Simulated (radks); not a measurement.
Results of a calculation; reference values are marked as such.
Task: The mean radii <r> (bohr) of the occupied orbitals of an atom or ion are listed with their occupations. Code: a radial shooting solver on a logarithmic mesh with Libxc functionals. Model: scalar-relativistic Kohn-Sham, LDA (Slater exchange, Perdew-Wang correlation), spin-polarised, spherical densities, finite nucleus; Fermi nuclear charge, rms radius of each element as measured or else 0.836 A^(1/3) + 0.57 fm.

orbital  occ.      <r>
1s up       1  0.04154
1s down     1  0.04154
2s up       1   0.1838
2s down     1   0.1838
2p up       3   0.1602
2p down     3   0.1602
3s up       1   0.5309
3s down     1   0.5307
3p up       3   0.5405
3p down     3   0.5400
3d up       5   0.5531
3d down     5   0.5512
4s up       1    1.427
4s down     1    1.427
4p up       2    1.591

Name the element and its charge.

Result: Z = 36, krypton, charge +4: Kr4+ in [Ar] 3d10 4s2 4p(up 2, down 0). The 1s radius gives Z: for a bare nucleus <r> = (2 gamma + 1)/(2Z) with gamma = sqrt(1 - (Z/c)^2), 0.04069 bohr for Z = 36, and screening makes it slightly larger (0.04154 here). The occupations add up to 32, and the charge is Z minus that.
